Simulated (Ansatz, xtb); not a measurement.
Two isomers of C7H12

Structure X is `CCC1=CCCC1`, a singlet and structure Y is `C=C1CCCCC1`, a singlet. Both are isolated molecules in the gas phase, relaxed with r2SCAN-D4/def2-SVP; each stands in its lowest conformer found.

Quicker runs give these differences E(Y) − E(X): GFN2-xTB −7.5 kJ/mol; HF/STO-3G −4.5 kJ/mol (at GFN2-xTB geometries); r2SCAN-D4/def2-SVP//GFN2-xTB −14.6 kJ/mol.

**Question.** Estimate E(Y) − E(X) at the level CCSD(T)/def2-SVP + ΔMP2/def2-TZVPP.

**Answer.** Calculated at CCSD(T)/def2-SVP + ΔMP2/def2-TZVPP: E(Y) − E(X) = −12.2 kJ/mol, so structure Y lies lower.

The same difference at several levels:

```
                             level            geometry  E(Y) − E(X) (kJ/mol)  departure from the last row (kJ/mol)  job, with rough time for the two
                          GFN2-xTB            GFN2-xTB                    −7.5                                  +4.7              optimisation, 0.14 s
                         HF/STO-3G            GFN2-xTB                    −4.5                                  +7.7              single point, 0.42 s
      r2SCAN-D4/def2-SVP//GFN2-xTB            GFN2-xTB                   −14.6                                  −2.4               single point, 4.9 s
                r2SCAN-D4/def2-SVP  r2SCAN-D4/def2-SVP                   −13.7                                  −1.5                optimisation, 52 s
                       HF/def2-SVP  r2SCAN-D4/def2-SVP                   −10.4                                  +1.8           part of the CCSD(T) run
                      MP2/def2-SVP  r2SCAN-D4/def2-SVP                   −12.6                                  −0.4           part of the CCSD(T) run
                  CCSD(T)/def2-SVP  r2SCAN-D4/def2-SVP                   −13.5                                  −1.3                      single point
CCSD(T)/def2-SVP + ΔMP2/def2-TZVPP  r2SCAN-D4/def2-SVP                   −12.2                                                   single point, 2.1 min
```

As drawn, both hold the same kinds of bond in the same numbers. Structure X has 1 methyl group, Y 0. Structure X has a 5-membered ring, Y a 6-membered ring.

The levels shown agree on the order. The largest departure from CCSD(T)/def2-SVP + ΔMP2/def2-TZVPP is that of HF/STO-3G, 7.7 kJ/mol. The last row adds to CCSD(T) the change of the MP2 difference between the two basis sets, here +1.3 kJ/mol.

With thermal terms from frequencies at re-optimised GFN2-xTB minima (ideal gas, soft modes damped towards free rotors, one conformer each, 298.15 K, 1 atm): on the last row, ΔE + ΔZPE = −8.5, ΔH = −10.9, ΔG = −4.5 kJ/mol.

Tabulated enthalpies of formation at 298 K are −19.8 kJ/mol for X (CRC Handbook of Chemistry and Physics) and −25.2 kJ/mol for Y (CRC Handbook of Chemistry and Physics), a difference of −5.4 kJ/mol. Calculated less tabulated ΔH, with the same thermal term: GFN2-xTB −0.8, HF/STO-3G +2.2, r2SCAN-D4/def2-SVP//GFN2-xTB −7.9, r2SCAN-D4/def2-SVP −7.0, HF/def2-SVP −3.8, MP2/def2-SVP −5.9, CCSD(T)/def2-SVP −6.9, CCSD(T)/def2-SVP + ΔMP2/def2-TZVPP −5.5 kJ/mol. Handbook values carry no stated uncertainty. The tabulated value for Y is in doubt: an AI review judged that it may be dated, estimated or meant for another form of the compound.

The correlated steps freeze 7 core orbitals. Run with Ansatz 0.2.0, xtb 6.7.1; the last row on 4 threads of Arm Neoverse V1 on a shared host.
